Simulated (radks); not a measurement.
Results of a calculation; reference values are marked as such.
Polarisability of the iodine ion I5+, [Kr] 4d10 5s2, at imaginary frequency. Level of theory: non-relativistic Kohn-Sham, LDA (Slater exchange, Perdew-Wang correlation), spin-polarised, spherical densities, point nucleus; relativity is left out, which matters for an element this heavy (a radial shooting solver on a logarithmic mesh with Libxc functionals). Response by self-consistent Sternheimer equations with the Hartree and adiabatic LDA kernel.

w (hartree)  alpha1(iw) (bohr^3)  alpha2(iw) (bohr^5)
0.00266                    6.641                13.25
0.0143                     6.637                13.25
0.0360                     6.615                13.23
0.0697                     6.545                13.20
0.118                      6.375                13.10
0.186                      6.026                12.90
0.280                      5.417                12.48
0.413                      4.530                11.70
0.605                      3.486                10.34
0.892                      2.503                8.297
1.35                       1.726                5.780
2.12                       1.137                3.402
3.59                      0.6528                1.679
6.94                      0.2705               0.6409
17.5                     0.06469               0.1334

Static values: alpha1 = 6.641 bohr^3 (0.9841 angstrom^3; uncoupled 12.45), alpha2 = 13.25 bohr^5, alpha3 = 51.99 bohr^7. C6 = 23.97, C8 = 303.5, triple-dipole C9 = 106.2 atomic units. One-pole (London) frequency 4 C6 / (3 alpha1^2) = 0.725 hartree, against 2.468 for minus the highest occupied eigenvalue. The dipole shielding factor is 0.905, as the force sum rule N/Z = 0.906 demands.
